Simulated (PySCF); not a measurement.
## NMR data sheet: 3-formyl-1-fluorobenzene

- Formula: C7H5FO
- SMILES: O=Cc1cccc(F)c1
- Point group of the computed structure: Cs
- Degrees of unsaturation: 5
- Carbon signals: 7
- Proton signals: 5

Structure with atom numbers: `[O:1]=[CH:2][c:3]1[cH:4][cH:5][cH:6][c:7]([F:8])[cH:9]1`. Hydrogens are named by the atom that carries them.

No relativistic terms, one conformer, in vacuum. Shielding tensors at B97-2/pcSseg-2 (GIAO); geometry: PBE0-D3(BJ)/def2-TZVP; PySCF 2.14.0 with density-fitted response routines.

References, each an isolated molecule treated in the same way: $^{1}$H (31.64 ppm) and $^{13}$C (185.38 ppm) vs TMS; CFCl3 for $^{19}$F (175.98 ppm); $^{17}$O (327.66 ppm) against H2O.

| carbon | δC, type | δH (multiplicity) | HMBC from (2–3 bonds) | span of the C tensor (ppm) |
| --- | --- | --- | --- | --- |
| C2 | 196.9, CH | 10.28 (s) | H(C4), H(C9) | 177 |
| C3 | 145.2, C | – | H(C2), H(C4), H(C5), H(C9) | 206 |
| C4 | 128.9, CH | 8.24 (d) | H(C2), H(C5), H(C9), H(C6) | 234 |
| C5 | 137.4, CH | 7.74 (m) | H(C4), H(C6) | 232 |
| C6 | 127.8, CH | 7.52 (m) | H(C4), H(C5), H(C9) | 197 |
| C7 | 173.6, C | – | H(C5), H(C9), H(C6) | 156 |
| C9 | 127.0, CH | 7.58 (m) | H(C2), H(C4), H(C6) | 186 |

Other nuclei:
```tsv
atoms	nucleus	environment	δ (ppm)	σ (ppm)
F8	$^{19}$F	aryl fluorine	-115.3	291.2
O1	$^{17}$O	aldehyde oxygen	637.8	-310.1
```

1. Carbon types of the structure: 2 × C, 5 × CH, which accounts for all hydrogens.
2. δC 196.9: aldehyde carbonyl carbon; the double bond to the heteroatom, with no lone-pair donor beside it, deshields it most.
3. δC 173.6: aromatic carbon bearing fluorine; an ipso carbon deshielded by its heteroatom.
4. δC 145.2: substituted aromatic carbon.
5. δC 137.4, 128.9, 127.8, 127.0: aromatic CH; the aromatic region.
6. δH 10.28: hydrogen on an aldehyde carbonyl carbon; deshielded by the polar, anisotropic C=O bond.

Splittings by $^{19}$F in the carbon and heteronuclear signals aren't shown, as no couplings were computed. Shifts are as computed. Against solution values, carbons near 30 ppm lie about +3 ppm off and those near 130 ppm about +7 ppm. Of 1309 compounds with measured shifts, 239 miss one by over three times the rms of a fit or turn the order of signals round; such compounds aren't used in these exercises. Unscaled 19F shifts against computed CFCl3 carry errors that often reach 10 to 50 ppm. Unscaled 17O shifts of doubly bonded oxygen tend to come out too high, by tens of ppm or more. Experimental scales use liquid or dissolved standards, which lie at an offset from isolated H2O (liquid H2O: subtract about 36 ppm). Multiplicities follow the n + 1 count of equivalent neighbours, as no J values were calculated; m marks all less simple cases, F and P coupling included.
